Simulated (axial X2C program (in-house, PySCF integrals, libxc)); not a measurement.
Estimating the spin–orbit splitting of the π levels of GaF

Computed with an in-house relativistic program for diatomic molecules. Spin-free means the one-electron spin-free X2C Hamiltonian; two-component (2c) means X2C with spin–orbit coupling and atomic mean-field two-electron Coulomb and Gaunt terms, so the difference of the two also holds small scalar two-electron terms. Basis: Ga dyall-cv3z [9s9p7d4f1g], F dyall-av3z [7s6p3d2f] (cores contracted in-house); Gaussian nuclei, density fitting, unrestricted open shells. Masses: Ga 68.926 u, F 18.998 u.

Hartree–Fock at 1.788 Å, closed shell. Valence p splittings ε(p3/2) − ε(p1/2) of spherical Dirac–Hartree–Fock atoms with fractionally filled p shells: F 2p 0.072 eV.

| filled π level (eV), spin-free | Ga p share | F p share |
| --- | --- | --- |
| -15.68 | 0.02 | 0.93 |

**Question.** In first order a p shell splits by 3ζ/2 and a π orbital by ζ. Estimate the splitting of each π level from the shares.

**Answer.** level -15.68 eV: (2/3) × (0.93 × 0.072) = 0.04 eV.

The two-component Hartree–Fock calculation gives:

```csv
ε(ω = 1/2) (eV),σ share of it,ε(ω = 3/2) (eV),splitting (eV),estimate (eV)
-15.695,0.00,-15.652,0.04,0.04
```

The estimate leaves out the mixing of π1/2 with σ1/2 levels, which pushes the ω = 1/2 spinor up or down, the d and f parts of the orbital, small shares of the strongly split outer-core p shell of a metal, the Gaunt term (absent from the atomic values), and the change of the atomic p orbitals with charge; Löwdin shares depend on the basis.
